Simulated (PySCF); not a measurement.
A PySCF script (with the pyscf-properties extension) for the NMR shieldings of `InChI=1S/C5H12O3Si/c1-3-4(9)8-5(6)7-2/h4H,3H2,1-2,9H3/t4-/m0/s1`, on a GFN2-xTB geometry:

```python
import basis_set_exchange as bse
import numpy as np
from pyscf import gto, dft
from pyscf.prop import nmr

atoms = """
C    -1.942053   -1.863655   -0.444544
C    -1.987164   -0.376938   -0.780502
C    -0.944534    0.419146   -0.005953
Si   -1.014960    2.313167   -0.290454
O     0.358318   -0.027460   -0.449540
C     1.326784    0.012389    0.445058
O     1.235204    0.404781    1.576371
O     2.448473   -0.463462   -0.110774
C     3.586395   -0.479220    0.739224
H    -2.142841   -2.022287    0.613311
H    -2.684297   -2.408379   -1.023162
H    -0.958946   -2.267753   -0.674454
H    -2.971422    0.030417   -0.541817
H    -1.809190   -0.239003   -1.848104
H    -1.025582    0.186215    1.061870
H    -2.307171    2.780165    0.214616
H    -0.894892    2.540121   -1.731118
H     0.095125    2.940830    0.417986
H     4.379713   -0.949359    0.163887
H     3.866569    0.537801    1.021698
H     3.377552   -1.050572    1.645929
"""
names = dict.fromkeys(["C", "Si", "O", "H"], "pcSseg-1")
basis = {el: gto.basis.parse(bse.get_basis(n, elements=[el], fmt="nwchem")) for el, n in names.items()}
mol = gto.M(atom=atoms, basis=basis, charge=0, verbose=0)
mf = dft.RKS(mol, xc="PBE0")
mf.grids.level = 2
mf.grids.alignment = dft.numint.BLKSIZE   # the property module wants whole blocks of grid points
mf.conv_tol = 1e-9
mf.kernel()

calc = nmr.RKS(mf)   # GIAO
C = mf.mo_coeff
Co = C[:, mf.mo_occ > 0]
resp = mf.gen_response(singlet=True, hermi=2)
def vind(x):   # induced exchange potential for any number of trial vectors
    d = np.einsum("pi,xij,qj->xpq", C, 2 * x.reshape(-1, C.shape[1], Co.shape[1]), Co, optimize=True)
    return np.einsum("xpq,pi,qj->xij", resp(d - d.transpose(0, 2, 1)), C, Co, optimize=True).ravel()
mo1, _ = nmr.rhf.solve_mo1(calc, with_cphf=vind)
sigma = calc.kernel(mo1)
for i, s in enumerate(sigma):   # ppm
    print("%2d %-2s %9.2f" % (i, mol.atom_pure_symbol(i), np.trace(s) / 3))
```

Problem. Give the expected output.

Solution. 
```
 0 C     172.37
 1 C     157.31
 2 C     113.84
 3 Si    420.10
 4 O     167.13
 5 C      23.34
 6 O      24.39
 7 O     189.44
 8 C     130.65
 9 H      30.99
10 H      30.56
11 H      30.12
12 H      30.17
13 H      29.82
14 H      27.14
15 H      27.97
16 H      28.01
17 H      27.69
18 H      27.89
19 H      27.83
20 H      27.72
```

These numbers come from an equivalent density-fitted implementation of the same equations, which agrees with the script to about 0.01 ppm for H and up to a few tenths of a ppm for heavy atoms, so last digits may differ.

Problem. Turn these shieldings into chemical shifts. References, each an isolated molecule treated in the same way: ¹³C (σref 186.93), ²⁹Si (σref 349.16), ¹H (σref 31.72) vs TMS; ¹⁷O (σref 336.08) vs H2O.

Solution. Averaging equivalent atoms: C 5: 163.6; C 2: 73.1; C 8: 56.3; C 1: 29.6; C 0: 14.6; Si 3: -70.9; O 6: 311.7; O 4: 168.9; O 7: 146.6; H 14: 4.58; H 18/19/20: 3.90; H 15/16/17: 3.83; H 13: 1.90; H 12: 1.54; H 9/10/11: 1.16 ppm. Unscaled 17O shifts of doubly bonded oxygen tend to come out too high, by tens of ppm or more. Experimental scales use liquid or dissolved standards, which lie at an offset from isolated H2O (liquid H2O: subtract about 36 ppm).

Size and cost of the density-fitted run: 220 basis functions, 59 s wall time on 1 thread of an Intel Xeon Platinum 8488C, shared host; peak memory 0.99 GiB.
